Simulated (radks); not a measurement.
Results of a calculation; reference values are marked as such.
Eu2+, configuration [Xe] 4f7. Code: a radial shooting solver on a logarithmic mesh with Libxc functionals. Model: scalar-relativistic Kohn-Sham, PBE, spin-unpolarised, spherical densities, finite nucleus; Fermi nuclear charge, rms radius 5.1115 fm. Some entries of the table are withheld. Estimate them.

| orbital | occ. | eigenvalue (hartree) | <1/r> (bohr^-1) | <r^2> (bohr^2) |
|---|---|---|---|---|
| 1s | 2 | -1777.797 | 70.22 | 0.0006793 |
| 2s | 2 | -292.3592 | 16.27 | 0.01068 |
| 2p | 6 | -260.5561 | 15.23 | 0.008591 |
| 3s | 2 | -64.71741 | 5.964 | 0.07115 |
| 3p | 6 | -54.81752 | 5.614 | 0.07128 |
| 3d | 10 | -41.57777 | 5.328 | 0.06001 |
| 4s | 2 | -13.24210 | 2.506 | 0.3617 |
| 4p | 6 | -9.98581 | 2.305 | 0.4087 |
| 4d | 10 | -5.44810 | (1) | 0.4970 |
| 5s | 2 | (2) | 0.9586 | 2.140 |
| 5p | 6 | -1.36956 | 0.8055 | 2.965 |
| 4f | 7 | (3) | 1.415 | 1.239 |

Answer. 
(1) 4d <1/r> (bohr^-1): 2.024
(2) 5s eigenvalue (hartree): -2.13974
(3) 4f eigenvalue (hartree): -0.59348
